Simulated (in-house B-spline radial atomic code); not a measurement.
Values are calculated unless marked as measured or tabulated.
## Ghost states of the separable form: Rb

Rb, [Kr] 5s1, non-relativistic PBE, spherical and spin-unpolarised, from an all-electron radial atomic-structure program (B-spline basis) (atomic units; all potentials screened as in the neutral atom).

Troullier-Martins channels: 5s (ε = -0.0808, r_c = 3.287 bohr), 4p (ε = -0.5896, r_c = 1.466 bohr). In the Kleinman-Bylander form one channel serves as the local potential, and each other channel l becomes |δV u><u δV|/<u|δV|u>, with δV = V_l − V_local and u the pseudo-orbital. Its strength is E_KB = <u|δV²|u>/<u|δV|u>. By the analysis of Gonze, Stumpf and Scheffler a spurious state lies below the reference level ε if E_KB > 0 and ε is above the second level of the local potential alone, or if E_KB < 0 and ε is above its first. The table's levels are those of angular momentum l in a sphere of 9 bohr, whose wall can lift a shallow ε a little above its free-atom value.

```json
{"local": "s", "channel": "p", "<u δV u>": "-1.6706", "<u δV² u>": "3.5223", "ε": "-0.5896", "first local level": "-0.0078", "second local level": "0.2635"}
{"local": "p", "channel": "s", "<u δV u>": "0.064155", "<u δV² u>": "0.083361", "ε": "-0.0677", "first local level": "-1.2717", "second local level": "-0.0888"}
```

Q: Apply the rule to each row.

A: Local s, channel p: E_KB = -2.11, so ε = -0.5896 is set against -0.0078: no ghost. Local p, channel s: E_KB = +1.3, so ε = -0.0677 is set against -0.0888: a ghost.

Diagonalising the separable Hamiltonian gives:

```csv
local,channel,three lowest levels,"all-electron, two lowest valence levels"
s,p,"-0.5896, 0.0236, 0.3425","-0.5896, 0.0102"
p,s,"-0.2817, -0.0676, 0.1969","-0.0677, 0.1937"
```

Q: Which choices of local channel are safe?

A: Free of ghosts: s. With p local the s channel has a ghost 0.21 hartree below ε, since the local potential binds more than one state below ε, and a repulsive term of rank one raises each level at most to the next, so it clears only one of them. Among the safe choices the second level, which tests transfer, is off by at most 13.4 millihartree (s local).
